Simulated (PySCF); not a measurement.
[NbOF5]2-: computed shieldings and shifts

[NbOF5]2-, [F5NbO]2-, point group C4v.

Bonds: Nb1-O2 1.752 Å, Nb1-F3 2.057 Å, Nb1-F4 1.966 Å, Nb1-F5 1.966 Å, Nb1-F6 1.966 Å, Nb1-F7 1.966 Å.

Total charge -2.

GIAO calculations in PySCF on the PBE0-D3(BJ)/def2-SVP structure: isolated species, scalar relativity only through the core potential, equivalent atoms averaged; basis pcSseg-1 (def2-TZVP on Nb).

(1) Give the isotropic shieldings (ppm) with KT2, PBE0.

(2) And the chemical shifts, against references computed in the same way?

(3) Which part of the shielding of F4/F5/F6/F7 depends on the functional?

## Answers

(1) 
| atoms | environment | KT2 | PBE0 |
| --- | --- | --- | --- |
| F4/F5/F6/F7 | fluorine bonded to Nb | 103.7 | 142.3 |
| F3 | fluorine bonded to Nb | 194.2 | 234.3 |
| O2 | oxygen bonded to Nb | -428.5 | -487.9 |
| HOMO–LUMO gap (eV) | – | 4.73 | 7.33 |

(2) 
```
      atoms  nucleus, reference    KT2   PBE0
F4/F5/F6/F7     $^{19}$F, CFCl3   34.9   34.9
         F3     $^{19}$F, CFCl3  -55.6  -57.1
         O2       $^{17}$O, H2O  759.2  822.4
```

(3) Diamagnetic: KT2 481, PBE0 480 ppm; paramagnetic: KT2 -377, PBE0 -338 ppm. The diamagnetic part, set mainly by inner electrons, hardly moves; the paramagnetic part goes with low-lying magnetically allowed excitations and carries the spread.

The ion is multiply charged and has no counter-ions or solvent here.

Nb is described by an effective core potential, so it has no shielding of its own here; spin–orbit effects on the atoms bonded to it, which can be large, are absent, and the values of these neighbours are rough. Unscaled 19F shifts against computed CFCl3 carry errors that often reach 10 to 50 ppm. Unscaled 17O shifts of doubly bonded oxygen tend to come out too high, by tens of ppm or more. Experimental scales use liquid or dissolved standards, which lie at an offset from isolated H2O (liquid H2O: subtract about 36 ppm).
